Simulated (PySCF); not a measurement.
# Electron correlation in Sb²⁺ (antimony, charge +2)

[Kr] 4d10 5s1 5p2, 5s spin antiparallel (an excited configuration). Computed with PySCF 2.14 in aug-cc-pVQZ-DK3 (9s8p6d3f2g, 102 functions), with the spin-free X2C one-electron Hamiltonian (Gaussian nucleus). Frozen: [Kr] 4d10; 3 electrons correlated.

MP2 pair energies summed by pair of shells (mhartree):

```csv
pair,energy,share (%)
5s-5p,-54.47,91.7
5p-5p,-4.91,8.3
```

Total MP2 correlation energy: -59.38 mhartree.

Same-spin part -4.91 and opposite-spin part -54.47 mhartree; SCS-MP2 scales them by 1/3 and 6/5 to -67.00 mhartree.
